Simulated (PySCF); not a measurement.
**Calculated NMR parameters of FC(F)O[C@]1([SiH3])C[SiH2]1**

```yaml
Formula: C3H8F2OSi2
SMILES: FC(F)O[C@]1([SiH3])C[SiH2]1
InChI: InChI=1S/C3H8F2OSi2/c4-2(5)6-3(7)1-8-3/h2H,1,8H2,7H3/t3-/m0/s1
Point_group_of_the_computed_structure: C1
Degrees_of_unsaturation: 1
Carbon_signals: 3
Proton_signals: 6
```

Atom-mapped SMILES (the numbers label the heavy atoms): `[F:1][CH:2]([F:3])[O:4][C@:5]1([SiH3:6])[CH2:7][SiH2:8]1`. Hydrogens are named by the atom that carries them. Ha(C7), Ha(Si8) are pro-R; Hb(C7), Hb(Si8) are pro-S.

[PySCF 2.14.0 with density-fitted response routines: GIAO PBE0/pcSseg-1 shieldings; geometry from GFN2-xTB; a single conformation; relativity neglected; isolated molecule; one averaged value for each set of equivalent atoms]

Referencing at the same level of theory: ¹H, ¹³C, ²⁹Si vs TMS; ¹⁹F against CFCl3; ¹⁷O vs H2O.

| carbon | δC, type | δH (multiplicity) | HMBC from (2–3 bonds) | span of the C tensor (ppm) |
| --- | --- | --- | --- | --- |
| C2 | 127.2, CH | 6.37 (m) | – | 37 |
| C5 | 56.9, C | – | H(C2), H(Si6), Hb(Si8), Ha(Si8), Hb(C7), Ha(C7) | 147 |
| C7 | 9.1, CH2 | Ha(C7) 0.86 (m); Hb(C7) 1.16 (m) | H(Si6), Hb(Si8), Ha(Si8) | 63 |

Other nuclei:
```csv
atoms,nucleus,environment,δ (ppm),σ (ppm)
H(Si6),¹H,hydrogen on a silicon bonded to C,4.15,27.56
Hb(Si8),¹H,"hydrogen on a silicon bonded to 2 C, in a 3-membered ring",3.14,28.57
Ha(Si8),¹H,"hydrogen on a silicon bonded to 2 C, in a 3-membered ring",2.77,28.94
F3,¹⁹F,fluorine of a CF2 group,-93.5,264.4
F1,¹⁹F,fluorine of a CF2 group,-95.4,266.4
Si6,²⁹Si,"silicon bonded to C, 3 H",-65.3,414.5
Si8,²⁹Si,"silicon bonded to 2 C, 2 H, in a 3-membered ring",-136.1,485.2
O4,¹⁷O,ether oxygen,114.9,221.2
```

Carbon types of the structure: 1 × C, 1 × CH, 1 × CH2, leaving 5 H on heteroatoms. δC 127.2: sp3 CH bonded to 2 F and O; 3 electronegative neighbours deshield it. δC 56.9, 9.1: three-membered-ring carbon. δH 6.37: hydrogen on an sp3 CH bonded to 2 F and O; its carbon carries F and O, an electronegative neighbour. δH 3.14, 2.77: hydrogen on a silicon bonded to 2 C, in a 3-membered ring. δH 1.16, 0.86: hydrogen on a three-membered-ring carbon; cyclopropane-type protons are shielded by the ring.

Splittings by ¹⁹F in the carbon and heteronuclear signals aren't shown, as no couplings were computed. Shifts are as computed. Against solution values, carbons near 30 ppm lie about +3 ppm off and those near 130 ppm about +5 ppm. Of 1211 compounds with measured shifts, 218 miss one by over three times the rms of a fit or turn the order of signals round; such compounds aren't used in these exercises. Unscaled 19F shifts against computed CFCl3 carry errors that often reach 10 to 50 ppm. Experimental scales use liquid or dissolved standards, which lie at an offset from isolated H2O (liquid H2O: subtract about 36 ppm). No couplings were computed; multiplicities are counted from neighbouring protons, with m where these are inequivalent, close in shift, in a saturated or five-membered ring or joined by F or P, and br s for small geminal =CH2 splittings.
